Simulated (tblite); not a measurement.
Record of a relaxation.

Compound: C6H9N2 (doublet state).
Atom-mapped SMILES: `[NH:1][C@H:2]1[CH2:3][C@@H:4]2[CH:5]=[N:6][C@H:7]1[CH2:8]2` (hydrogens: H9 on N1; H10 on C2; H11, H12 on C3; H13 on C4; H14 on C5; H15 on C7; H16, H17 on C8)
Bond orders are those of one Lewis drawing.

Computed with GFN2-xTB (tblite), gas phase: L-BFGS steps from a force-field or distance-geometry start until the largest atomic force falls under 0.01 eV/Å. 7 of its 29 geometries are shown.

Step 0: E = -630.2960 eV, largest atomic force 3.339 eV/Å
```
atom  x, y, z in Å  |  force x, y, z in eV/Å
N1      2.193    0.827    0.432   -1.449  -1.689  -0.465
C2      1.161   -0.211    0.323    1.294   1.463   1.053
C3      0.009    0.063    1.321   -0.282   0.062  -0.228
C4     -1.199    0.189    0.362   -0.843  -0.480   0.466
C5     -1.336   -1.173   -0.257    0.767  -1.117  -1.249
N6     -0.412   -1.459   -1.133   -0.761   2.213   2.381
C7      0.427   -0.197   -1.044   -0.446  -0.791  -1.142
C8     -0.628    0.889   -0.844    0.163   0.412  -0.195
H9      2.960    0.586   -0.200   -0.093   0.102   0.110
H10     1.592   -1.206    0.533    0.071   0.174  -0.385
H11    -0.124   -0.762    2.025    0.019   0.101  -0.058
H12     0.135    0.990    1.888    0.222  -0.150  -0.242
H13    -2.128    0.577    0.799    0.310  -0.042   0.004
H14    -2.142   -1.856    0.015    0.413   0.077  -0.246
H15     1.058   -0.062   -1.919    0.207  -0.248   0.042
H16    -0.233    1.880   -0.628    0.153  -0.083  -0.047
H17    -1.339    0.938   -1.682    0.255  -0.002   0.202
```

Step 5: E = -630.6372 eV, largest atomic force 0.422 eV/Å
```
atom  x, y, z in Å  |  force x, y, z in eV/Å
N1      2.139    0.794    0.407   -0.247   0.105   0.019
C2      1.170   -0.192    0.361    0.178   0.250  -0.290
C3     -0.008    0.064    1.312   -0.023  -0.001  -0.004
C4     -1.230    0.180    0.369   -0.021   0.182   0.123
C5     -1.339   -1.173   -0.254   -0.232  -0.302   0.092
N6     -0.384   -1.399   -1.059    0.037  -0.151  -0.114
C7      0.405   -0.194   -1.072    0.187  -0.131   0.169
C8     -0.627    0.901   -0.835    0.017   0.185  -0.095
H9      2.939    0.582   -0.186   -0.057  -0.089   0.047
H10     1.592   -1.199    0.484   -0.028  -0.176  -0.141
H11    -0.121   -0.753    2.019   -0.065  -0.058   0.108
H12     0.150    0.988    1.863    0.032   0.080  -0.068
H13    -2.129    0.584    0.818   -0.054   0.065   0.075
H14    -2.114   -1.891   -0.015    0.289   0.008  -0.115
H15     1.080   -0.108   -1.923   -0.068  -0.122   0.140
H16    -0.207    1.879   -0.627    0.082   0.028   0.073
H17    -1.324    0.949   -1.672   -0.028   0.127  -0.018
```

Step 9: E = -630.6650 eV, largest atomic force 0.124 eV/Å
```
atom  x, y, z in Å  |  force x, y, z in eV/Å
N1      2.113    0.813    0.396   -0.010   0.016  -0.052
C2      1.168   -0.188    0.349   -0.060  -0.064   0.088
C3     -0.012    0.064    1.311    0.009   0.001   0.006
C4     -1.238    0.189    0.373    0.030  -0.056  -0.038
C5     -1.339   -1.178   -0.247    0.040   0.023  -0.024
N6     -0.378   -1.403   -1.045   -0.060  -0.003  -0.027
C7      0.407   -0.198   -1.061   -0.087   0.005  -0.066
C8     -0.624    0.912   -0.835   -0.001  -0.045   0.022
H9      2.924    0.574   -0.171    0.043   0.046   0.043
H10     1.586   -1.207    0.447    0.001   0.043  -0.006
H11    -0.127   -0.751    2.027   -0.020   0.058   0.004
H12     0.160    0.996    1.845    0.009  -0.002  -0.024
H13    -2.135    0.596    0.834    0.067  -0.010  -0.049
H14    -2.086   -1.921   -0.034   -0.024  -0.064   0.072
H15     1.081   -0.140   -1.910    0.013   0.007  -0.004
H16    -0.186    1.882   -0.616    0.016  -0.058   0.040
H17    -1.321    0.973   -1.672    0.035   0.103   0.015
```

Step 14: E = -630.6744 eV, largest atomic force 0.101 eV/Å
```
atom  x, y, z in Å  |  force x, y, z in eV/Å
N1      2.091    0.823    0.376   -0.007   0.004   0.000
C2      1.162   -0.193    0.349    0.038   0.004  -0.085
C3     -0.013    0.064    1.309    0.005  -0.009  -0.034
C4     -1.235    0.180    0.368   -0.046   0.003   0.000
C5     -1.343   -1.189   -0.248   -0.003   0.000   0.007
N6     -0.390   -1.409   -1.057    0.029  -0.002  -0.003
C7      0.395   -0.204   -1.072    0.039  -0.036   0.007
C8     -0.622    0.909   -0.832    0.027   0.013  -0.017
H9      2.930    0.584   -0.148   -0.012   0.002   0.030
H10     1.586   -1.207    0.436    0.016  -0.031   0.048
H11    -0.137   -0.736    2.038    0.021  -0.008   0.011
H12     0.164    1.003    1.831   -0.024   0.008  -0.026
H13    -2.123    0.598    0.826   -0.098  -0.005   0.023
H14    -2.075   -1.944   -0.015    0.012   0.041   0.030
H15     1.084   -0.148   -1.908   -0.028   0.012  -0.045
H16    -0.168    1.865   -0.593    0.059   0.011   0.059
H17    -1.313    1.016   -1.669   -0.029  -0.009  -0.005
```

Step 19: E = -630.6779 eV, largest atomic force 0.050 eV/Å
```
atom  x, y, z in Å  |  force x, y, z in eV/Å
N1      2.082    0.828    0.368   -0.002   0.001  -0.001
C2      1.162   -0.198    0.341   -0.013   0.012   0.016
C3     -0.015    0.062    1.302   -0.015   0.008   0.009
C4     -1.241    0.179    0.364    0.018   0.005   0.003
C5     -1.342   -1.190   -0.248   -0.011  -0.005   0.003
N6     -0.391   -1.413   -1.059   -0.001   0.000   0.018
C7      0.394   -0.209   -1.079   -0.006   0.025   0.012
C8     -0.618    0.910   -0.831   -0.013   0.004   0.019
H9      2.934    0.589   -0.133    0.012  -0.011   0.007
H10     1.591   -1.210    0.443    0.000   0.012  -0.005
H11    -0.134   -0.730    2.040    0.012  -0.016  -0.022
H12     0.160    1.006    1.816    0.000   0.013  -0.015
H13    -2.135    0.592    0.823    0.028  -0.032  -0.027
H14    -2.070   -1.944    0.000   -0.007   0.000  -0.005
H15     1.077   -0.148   -1.920   -0.030  -0.008  -0.008
H16    -0.149    1.855   -0.571   -0.003  -0.019  -0.017
H17    -1.311    1.033   -1.665    0.029   0.010   0.012
```

Step 23: E = -630.6784 eV, largest atomic force 0.019 eV/Å
```
atom  x, y, z in Å  |  force x, y, z in eV/Å
N1      2.080    0.829    0.366    0.008   0.005  -0.001
C2      1.162   -0.197    0.341    0.006   0.005  -0.005
C3     -0.016    0.063    1.302    0.010   0.002  -0.001
C4     -1.240    0.178    0.364   -0.007  -0.008   0.002
C5     -1.343   -1.191   -0.247    0.005  -0.006   0.003
N6     -0.391   -1.413   -1.058    0.000  -0.003  -0.002
C7      0.392   -0.209   -1.078   -0.001  -0.009  -0.004
C8     -0.618    0.911   -0.829    0.004  -0.003  -0.005
H9      2.936    0.588   -0.128    0.005  -0.008   0.009
H10     1.591   -1.209    0.443   -0.001   0.007  -0.002
H11    -0.131   -0.731    2.038    0.003   0.001   0.000
H12     0.159    1.008    1.811   -0.003   0.002   0.011
H13    -2.136    0.588    0.820   -0.015   0.005   0.010
H14    -2.070   -1.944    0.002   -0.012  -0.006  -0.003
H15     1.070   -0.149   -1.923    0.000   0.001  -0.005
H16    -0.145    1.853   -0.570    0.001   0.010   0.001
H17    -1.308    1.037   -1.664   -0.004   0.006  -0.009
```

Step 28: E = -630.6786 eV, largest atomic force 0.009 eV/Å
```
atom  x, y, z in Å  |  force x, y, z in eV/Å
N1      2.082    0.831    0.365   -0.001  -0.002  -0.004
C2      1.163   -0.195    0.341   -0.002   0.001  -0.008
C3     -0.015    0.064    1.301   -0.004   0.001  -0.002
C4     -1.241    0.177    0.364    0.002   0.003  -0.001
C5     -1.343   -1.192   -0.246   -0.006   0.005  -0.003
N6     -0.391   -1.415   -1.057    0.000   0.005   0.002
C7      0.391   -0.210   -1.078    0.003   0.004   0.005
C8     -0.619    0.910   -0.830   -0.005  -0.001  -0.001
H9      2.939    0.586   -0.125    0.006  -0.002   0.007
H10     1.592   -1.206    0.443    0.002  -0.001   0.001
H11    -0.129   -0.731    2.037    0.002   0.001   0.001
H12     0.158    1.009    1.813   -0.001   0.000   0.001
H13    -2.137    0.587    0.821    0.009  -0.002  -0.001
H14    -2.072   -1.944    0.001    0.006   0.004  -0.002
H15     1.068   -0.150   -1.925   -0.001  -0.003   0.004
H16    -0.144    1.853   -0.569   -0.005  -0.008   0.001
H17    -1.307    1.039   -1.665   -0.005  -0.003   0.001
```

Q: Summarise the path.

A: The energy falls by 36.91 kJ/mol from step 0 to step 28; nine tenths of that is first reached at step 6. It falls at every step. The largest force goes from 3.339 to 0.009 eV/Å. Among the bonds N1–C2 changes most, from 1.468 to 1.378 Å; the atoms move by 0.076 Å rms after alignment.

Q: Follow the three bonds and two angles with the largest change from start to end.

A: 
```csv
step,E above end (kJ/mol),largest force (eV/Å),N1–C2 (Å),N6–C7 (Å),C2–C7 (Å),C7–C2–H10 (°),C5–N6–C7 (°)
0,36.91,3.339,1.468,1.518,1.552,111.1,99.8
1,16.18,2.089,1.407,1.483,1.591,108.5,103.7
2,9.99,0.756,1.371,1.450,1.617,106.9,105.0
4,5.87,0.339,1.381,1.442,1.626,106.6,105.3
5,3.99,0.422,1.383,1.441,1.624,106.2,105.6
6,2.59,0.347,1.382,1.441,1.616,105.6,105.9
7,1.83,0.189,1.379,1.441,1.607,105.1,106.0
9,1.31,0.124,1.377,1.439,1.603,104.6,105.8
10,1.09,0.113,1.377,1.437,1.605,104.3,105.6
11,0.88,0.118,1.378,1.436,1.609,104.0,105.5
12,0.69,0.115,1.378,1.436,1.613,103.9,105.5
13,0.54,0.115,1.378,1.436,1.616,104.0,105.6
15,0.30,0.090,1.378,1.438,1.614,104.6,105.9
16,0.21,0.073,1.378,1.438,1.612,104.8,105.9
17,0.14,0.067,1.378,1.438,1.612,105.0,105.9
18,0.09,0.055,1.378,1.437,1.613,105.1,105.8
19,0.06,0.050,1.378,1.436,1.614,105.1,105.7
21,0.03,0.029,1.378,1.436,1.616,105.0,105.7
22,0.02,0.022,1.377,1.436,1.615,105.1,105.7
23,0.01,0.019,1.378,1.436,1.614,105.1,105.7
24,0.01,0.014,1.378,1.436,1.614,105.1,105.7
26,0.00,0.013,1.378,1.436,1.614,105.1,105.7
27,0.00,0.012,1.377,1.436,1.615,105.0,105.7
28,0.00,0.009,1.378,1.437,1.615,105.0,105.7
```

The cost below is that of the whole relaxation. Time: 0.18 s. Hardware: one thread of an Arm Neoverse V1, no GPU, shared host with 64 logical CPUs at a one-minute load of 26.
